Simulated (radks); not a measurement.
Charge is removed step by step from the 3s down level of the chlorine ion Cl+, starting from [Ne] 3s(up 1, down 1) 3p4. All-electron calculation, scalar-relativistic Kohn-Sham, PBE, spin-polarised, spherical densities, finite nucleus; open shells are filled with parallel spins first; Fermi nuclear charge, rms radius 3.3654 fm. Program: a radial shooting solver on a logarithmic mesh with Libxc functionals.

| removed (e) | E - E(0) (eV) | eigenvalue (eV) | E minus straight line (eV) |
|---|---|---|---|
| 0 | 0.000 | -30.768 | 0.000 |
| 0.1 | 3.136 | -31.947 | -0.540 |
| 0.2 | 6.389 | -33.133 | -0.962 |
| 0.3 | 9.762 | -34.326 | -1.266 |
| 0.4 | 13.254 | -35.527 | -1.449 |
| 0.5 | 16.867 | -36.734 | -1.512 |
| 0.6 | 20.601 | -37.948 | -1.454 |
| 0.7 | 24.456 | -39.167 | -1.274 |
| 0.8 | 28.434 | -40.392 | -0.973 |
| 0.9 | 32.535 | -41.623 | -0.548 |
| 1 | 36.759 | -42.861 | 0.000 |

Removing the whole electron costs 36.759 eV by Delta-SCF, against 30.768 eV from minus the eigenvalue at the starting occupation. Slater's transition state (half an electron removed) gives 36.734 eV. Integrating minus the eigenvalue over the occupation (Janak's theorem) gives 36.760 eV. In this scalar-relativistic scheme the density is built from large components alone, so the theorem holds only approximately. The mean slope of the eigenvalue, de/dn, is 12.1 eV per electron.
